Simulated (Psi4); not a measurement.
C$_{5}$H$_{9}$F (SMILES C=C(C)[C@H](C)F), singlet, geometry from GFN2-xTB; HF/def2-TZVPP run with Psi4.

Input for Psi4:
```
memory 2 GB

molecule {
0 1
  C    -1.23143205   -1.14063750    0.55550994
  C    -0.72857897   -0.16961704   -0.18812546
  C    -1.35990892    0.30944546   -1.45906876
  C     0.55385176    0.53341627    0.18856289
  C     1.76676226   -0.08868443   -0.49711662
  F     0.75360782    0.47125236    1.55766195
  H    -0.75898079   -1.45204219    1.47090235
  H    -2.14225358   -1.64627364    0.28482341
  H    -0.65446999    0.24944220   -2.28667656
  H    -1.66628676    1.35036621   -1.35828685
  H    -2.23356438   -0.28904626   -1.70035231
  H     0.48599234    1.60447595   -0.04789249
  H     2.67440255    0.40937124   -0.16481626
  H     1.67935003    0.01242638   -1.57459326
  H     1.82917573   -1.14352777   -0.24063769
}

set basis def2-tzvpp

energy('scf')
print_variables()
```

Output, abridged:

```
   => Loading Basis Set <=

    Name: DEF2-TZVPP
    Role: ORBITAL
    Keyword: BASIS

         ---------------------------------------------------------
                                   SCF
               by Justin Turney, Rob Parrish, Andy Simmonett
                          and Daniel G. A. Smith
                              RHF Reference
         ---------------------------------------------------------

  ==> Geometry <==

    Molecular point group: c1
    Full point group: C1

    Geometry (in Angstrom), charge = 0, multiplicity = 1:

       Center              X                  Y                   Z               Mass
    ------------   -----------------  -----------------  -----------------  -----------------
         C           -1.248837571168    -1.156173387554     0.474564766640    12.000000000000
         C           -0.745984491168    -0.185152927554    -0.269070633360    12.000000000000
         C           -1.377314441168     0.293909572446    -1.540013933360    12.000000000000
         C            0.536446238832     0.517880382446     0.107617716640    12.000000000000
         C            1.749356738832    -0.104220317554    -0.578061793360    12.000000000000
         F            0.736202298832     0.455716472446     1.476716776640    18.998403162730
         H           -0.776386311168    -1.467578077554     1.389957176640     1.007825032230
         H           -2.159659101168    -1.661809527554     0.203878236640     1.007825032230
         H           -0.671875511168     0.233906312446    -2.367621733360     1.007825032230
         H           -1.683692281168     1.334830322446    -1.439232023360     1.007825032230
         H           -2.250969901168    -0.304582147554    -1.781297483360     1.007825032230
         H            0.468586818832     1.588940062446    -0.128837663360     1.007825032230
         H            2.656997028832     0.393835352446    -0.245761433360     1.007825032230
         H            1.661944508832    -0.003109507554    -1.655538433360     1.007825032230
         H            1.811770208832    -1.159063657554    -0.321582863360     1.007825032230

  Running in c1 symmetry.

  Rotational constants: A =      0.15970  B =      0.09501  C =      0.07426 [cm^-1]
  Rotational constants: A =   4787.69905  B =   2848.36477  C =   2226.22601 [MHz]
  Nuclear repulsion =  244.229335445603681

  Charge       = 0
  Multiplicity = 1
  Electrons    = 48
  Nalpha       = 24
  Nbeta        = 24

  ==> Algorithm <==

  SCF Algorithm Type is DF.
  DIIS enabled.
  MOM disabled.
  Fractional occupation disabled.
  Guess Type is SAD.
  Energy threshold   = 1.00e-06
  Density threshold  = 1.00e-06
  Integral threshold = 1.00e-12

  ==> Primary Basis <==

  Basis Set: DEF2-TZVPP
    Blend: DEF2-TZVPP
    Number of shells: 120
    Number of basis functions: 312
    Number of Cartesian functions: 351
    Spherical Harmonics?: true
    Max angular momentum: 3

   => Loading Basis Set <=

    Name: (DEF2-TZVPP AUX)
    Role: JKFIT
    Keyword: DF_BASIS_SCF

  ==> Integral Setup <==

  SCF_SUBTYPE=INCORE selected. In-core MEM_DF algorithm will be used.
  Using in-core AOs.

  ==> MemDFJK: Density-Fitted J/K Matrices <==

    J tasked:                   Yes
    K tasked:                   Yes
    wK tasked:                   No
    Algorithm:                 Core
    Schwarz Cutoff:           1E-12
    Mask sparsity (%):       5.3275
    Fitting Condition:        1E-10

   => Auxiliary Basis Set <=

  Basis Set: (DEF2-TZVPP AUX)
    Blend: DEF2-UNIVERSAL-JKFIT
    Number of shells: 204
    Number of basis functions: 614
    Number of Cartesian functions: 718
    Spherical Harmonics?: true
    Max angular momentum: 4

  Minimum eigenvalue in the overlap matrix is 9.9991331760E-05.
  Reciprocal condition number of the overlap matrix is 1.0266042099E-05.
    Using symmetric orthogonalization.

  ==> Pre-Iterations <==

  SCF Guess: Superposition of Atomic Densities via on-the-fly atomic UHF (no occupation information).

   -------------------------
    Irrep   Nso     Nmo
   -------------------------
     A        312     312
   -------------------------
    Total     312     312
   -------------------------

  ==> Iterations <==

                           Total Energy        Delta E     RMS |[F,P]|

   @DF-RHF iter SAD:  -293.35496647631390   -2.93355e+02   0.00000e+00
   @DF-RHF iter   1:  -293.92498094297912   -5.70014e-01   1.80259e-03 ADIIS/DIIS
   @DF-RHF iter   2:  -294.08973397674748   -1.64753e-01   7.46388e-04 ADIIS/DIIS
   @DF-RHF iter   3:  -294.11573267348643   -2.59987e-02   1.56383e-04 ADIIS/DIIS
   @DF-RHF iter   4:  -294.11796439601767   -2.23172e-03   4.36899e-05 DIIS
   @DF-RHF iter   5:  -294.11808463065586   -1.20235e-04   1.31155e-05 DIIS
   @DF-RHF iter   6:  -294.11809610251436   -1.14719e-05   2.70427e-06 DIIS
   @DF-RHF iter   7:  -294.11809707823795   -9.75724e-07   1.17717e-06 DIIS
   @DF-RHF iter   8:  -294.11809724378219   -1.65544e-07   4.22852e-07 DIIS
  Energy and wave function converged.

  ==> Post-Iterations <==

    Orbital Energies [Eh]
    ---------------------

    Doubly Occupied:

[...]
    Virtual:

[...]
    Final Occupation by Irrep:
              A
    DOCC [    24 ]
    NA   [    24 ]
    NB   [    24 ]

  @DF-RHF Final Energy:  -294.11809724378219

   => Energetics <=

    Nuclear Repulsion Energy =            244.2293354456036809
    One-Electron Energy =                -885.6567853530793855
    Two-Electron Energy =                 347.3093526636934598
    Total Energy =                       -294.1180972437821879

Computation Completed

Properties will be evaluated at   0.000000,   0.000000,   0.000000 [a0]

Properties computed using the SCF density matrix

 Multipole Moments:

 ------------------------------------------------------------------------------------
     Multipole            Electronic (a.u.)      Nuclear  (a.u.)        Total (a.u.)
 ------------------------------------------------------------------------------------

 L = 1.  Multiply by 2.5417464519 to convert [e a0] to [Debye]
 Dipole X            :          1.5169611           -1.5788000           -0.0618390
 Dipole Y            :          1.4675562           -1.4092116            0.0583445
 Dipole Z            :          6.4897128           -7.3422823           -0.8525695
 Magnitude           :                                                    0.8567980

 ------------------------------------------------------------------------------------

  Variable Map:
  ----------------------------------------------------------------------------
[...]
  Array Variable Map:
  ----------------------------------------------------------------------------
[...]
[...]
```
